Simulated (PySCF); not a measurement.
Compound: C8H7NS.
Z-matrix (Å and degrees, PBE0-D3(BJ)/def2-SVP geometry), rows numbered from 1:
```
C 
C   1  1.3407
C   2  1.4538  1  127.43
C   3  1.3815  2  122.43  1   179.69
S   4  1.7274  3  114.83  2   179.99
C   5  1.7288  4   90.87  3    -0.01
C   6  1.4197  5  140.58  4  -179.91
C   7  1.3805  6  105.50  5   179.91
N   8  1.3730  7  109.68  6     0.03
C   9  1.3680  8  109.14  7    -0.03
H   1  1.0924  2  123.02  3    -0.08
H   1  1.0918  2  120.92  3   179.98
H   2  1.0953  1  118.01  3  -180.00
H   4  1.0896  3  125.84  2     0.01
H   7  1.0868  6  128.42  5    -0.06
H   8  1.0878  7  129.53  6   179.99
H   9  1.0080  8  124.78  7  -179.89
```

All values: wB97X-D/def2-SVPD (PySCF, non-relativistic), on one gas-phase PBE0-D3(BJ)/def2-SVP geometry that isn't relaxed in the solvent. The solvent is an IEF-PCM continuum (van der Waals radii × 1.2). Only the electrostatic response of the medium enters.

Gas phase at wB97X-D/def2-SVPD: HOMO -7.55 eV, LUMO 0.72 eV, dipole 2.08 D.

Problem. What does the continuum do to the energy, the frontier levels and the dipole at wB97X-D/def2-SVPD in chloroform?

Solution. 
```tsv
solvent	ε	E(solvent) − E(gas) (kJ/mol)	polarisation term (kJ/mol)	distortion of the solute (kJ/mol)	HOMO (eV)	LUMO (eV)	dipole (D)
chloroform	4.711	-20.86	-23.53	2.67	-7.57	0.72	2.86
```

Polarisation term: ½ Σ q·V over the induced surface charges. Distortion: the rise of the solute's own energy as its density leaves the gas-phase optimum.

Problem. Which radius a makes the point-dipole formula ΔE = −[(ε − 1)/(2ε + 1)]·μ²/a³ give the value in chloroform, with the gas-phase dipole?

Solution. μ = 0.818 au and |ΔE| = 0.00794 Eh give a = 1.64 Å; the farthest nucleus lies 3.83 Å from the centroid of the nuclei, so such a sphere wouldn't even hold the nuclei. The formula assumes a rigid point dipole at the centre of a sphere.

Problem. How does the static polarisability (wB97X-D/def2-SVPD, frozen core, with the continuum's full static response) change?

Solution. 
| medium | isotropic (au) | principal values (au) | ⟨r²⟩ of the electrons (bohr²) |
| --- | --- | --- | --- |
| gas | 122.1 | 69.2, 139.1, 158.2 | 1559.3 |
| chloroform | 160.0 | 88.5, 179.3, 212.2 | 1557.6 |

The isotropic value in chloroform is 1.31 times the gas-phase one; no cavity-field correction is applied. ⟨r²⟩ is taken about the centre of nuclear charge.

Note: wB97X-D ran without an empirical dispersion term, which enters the total energy and its gradient alone.
